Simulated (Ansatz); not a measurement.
Ansatz (an electronic-structure program) input (CCSD(T)/aug-cc-pV(D+d)Z):
A basis named .json is the Basis Set Exchange file of that set.

Ansatz 0.2 input:
```yaml
crystal:
  periodic: [false, false, false]
  atoms:
    - {symbol: O, position_ang: [-2.87744110, 0.01366785, 0.10108136]}
    - {symbol: C, position_ang: [-1.94775120, -0.75697699, 0.05935254]}
    - {symbol: C, position_ang: [-0.53504450, -0.34402791, 0.01469319]}
    - {symbol: C, position_ang: [-0.09071362, 0.95251776, 0.01445650]}
    - {symbol: S, position_ang: [1.61247492, 0.98325368, -0.04491507]}
    - {symbol: C, position_ang: [1.62296664, -0.75503532, -0.06585913]}
    - {symbol: N, position_ang: [0.45087463, -1.30128969, -0.03121672]}
    - {symbol: H, position_ang: [-2.09422763, -1.85295898, 0.05151674]}
    - {symbol: H, position_ang: [-0.69078089, 1.84628298, 0.04608195]}
    - {symbol: H, position_ang: [2.55207220, -1.30456311, -0.10495011]}
basis:
  gaussian:
    orbitals: aug-cc-pV_D+d_Z.json
magnetization: {spin_polarized: true, initial_magnetization: 2}
correlation: {method: ccsd_t, electrons: outside_noble_gas}
```

Output:

```
Functional definition: HF
integrals: 1.60 GiB planned
1969 factors; integrals over basis functions are off by at most 5.9e-4 eV
1.18 GiB of device memory are held for the factors and their scratch space
mean field: 1.31 GiB planned
mean field evaluation 1: about -18495.0964 eV, gradient 3.5e1 eV
mean field evaluation 2: about -18495.0993 eV, gradient 3.5e1 eV
mean field evaluation 4: about -18502.4372 eV, gradient 4.8e0 eV
mean field evaluation 8: about -18503.4105 eV, gradient 9.6e-1 eV
mean field evaluation 16: about -18503.4879 eV, gradient 7.2e-6 eV
mean field evaluation 32: about -18503.5980 eV, gradient 5.5e-1 eV
mean field evaluation 64: about -18503.1724 eV, gradient 1.9e0 eV
mean field evaluation 96: about -18502.7869 eV, gradient 2.0e0 eV
mean field evaluation 128: about -18500.6421 eV, gradient 5.2e-2 eV
mean field evaluation 160: about -18501.5083 eV, gradient 5.0e-1 eV
mean field evaluation 192: about -18502.6826 eV, gradient 4.6e-2 eV
mean field evaluation 224: about -18502.2734 eV, gradient 9.7e-2 eV
mean field -18503.60732127 eV, -679.9950268611 hartree, gradient 1.9e-6 eV, S^2 2.312852; 8 other end points of the search recorded, 0 dependent functions left out
determinant -18503.60732127 eV, -679.9950268611 hartree, with singles and doubles -18531.35861626 eV, -681.0148681416 hartree
determinant -18503.48787405 eV, -679.9906372569 hartree, with singles and doubles -18531.24744127 eV, -681.0107825359 hartree
determinant -18502.68280708 eV, -679.9610515914 hartree, with singles and doubles -18530.51104407 eV, -680.9837204380 hartree
determinant -18501.47411621 eV, -679.9166330213 hartree, with singles and doubles -18529.56323186 eV, -680.9488889816 hartree
determinant -18500.64196793 eV, -679.8860521359 hartree, with singles and doubles -18528.91041645 eV, -680.9248984579 hartree
determinant -18503.60732127 eV, -679.9950268611 hartree, with singles and doubles -18531.37352814 eV, -681.0154161428 hartree
determinant -18503.48787405 eV, -679.9906372569 hartree, with singles and doubles -18531.26138355 eV, -681.0112949053 hartree
11 core orbitals not correlated
reference -18503.60732127 eV, -679.9950268611 hartree; 19, 17 occupied and 167, 169 virtual orbitals, 1969 factors
second order -26.00032460 eV of doubles, -0.00000000 eV of singles
coupled cluster: 9.89 GiB planned
cycle   1  -27.76620576 eV  change    1.1e-6 eV  update   2.7e-6
coupled cluster: 9.89 GiB planned
perturbative correction -1.30576667 eV, -0.0479860402 hartree
Total energy: -18532.67929370 eV, -681.0634021423 hartree
```

This state (charge 0, triplet) is run at the relaxed geometry of the species with charge 0 and multiplicity 1, and is a spin state other than that species' own.

The determinant is spin-contaminated: <S^2> is 2.31 against 2.00 for a pure state.
